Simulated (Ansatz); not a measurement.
Stretching the C3–H4 bond in CH5BSe (SMILES CB[SeH]) (multiplicity 1 held, fragments rigid). Energies count from the point at 1.096 Å.
Geometry at that point (charge 0, multiplicity 1):
```csv
atom,x (Å),y (Å),z (Å)
B,-0.1528,-0.5534,1.0626
H,-1.1320,-0.5894,1.7355
C,1.1691,-1.2645,1.4816
H,0.9786,-2.3331,1.6320
H,1.4936,-0.8885,2.4585
H,2.0000,-1.1608,0.7826
Se,-0.2340,0.4253,-0.5976
H,-1.6347,0.8649,-0.4932
```

U- levels take the lowest unrestricted solution at each point, which mixes spins at long bonds. Active spaces are followed from a long bond inwards. Levels need not reach the same state.

Correlated levels freeze the cores. Filled d and f shells under p-block atoms count as core.

Codes used: Ansatz (Gaussian orbitals). 

Energies in kcal/mol.

```
R (Å)  U-HF/cc-pVDZ  U-SCS-MP2/cc-pVDZ  U-CCSD/cc-pVDZ  FIC-NEVPT4(SD) on CASSCF(2,2)/cc-pVDZ  FIC-MRCISD+Q on CASSCF(2,2)/cc-pVDZ
-----  ------------  -----------------  --------------  -------------------------------------  -----------------------------------
0.877          30.7               32.9            32.9                                   33.1                                 33.0
0.986           6.1                7.2             7.2                                    7.3                                  7.3
1.096           0.0                0.0             0.0                                    0.0                                  0.0
1.205           3.9                3.0             2.9                                    2.7                                  2.8
1.315          13.1               11.3            11.0                                   10.7                                 10.8
1.479          31.3                ___            27.3                                   26.6                                 26.7
1.644          50.7               46.0            44.5                                   43.2                                 43.4
1.918          72.0               84.3            70.8                                   67.3                                 67.4
2.192          80.3                ___            90.0                                   84.5                                 84.6
2.521          83.9              104.7           101.5                                   96.8                                 96.9
2.959          85.4              107.2           105.6                                  103.9                                103.9
3.507          85.8              108.0           106.5                                  106.4                                106.5
```

### Question
Fill in the missing entries.

### Answer

- 1.479, U-SCS-MP2/cc-pVDZ: 28.0
- 2.192, U-SCS-MP2/cc-pVDZ: 98.6

Doubts at one or more of the structures used: a spin-contaminated determinant (U-HF/cc-pVDZ, U-SCS-MP2/cc-pVDZ, U-CCSD/cc-pVDZ); T1 above 0.05 (U-CCSD/cc-pVDZ).

Ansatz is an electronic-structure program.
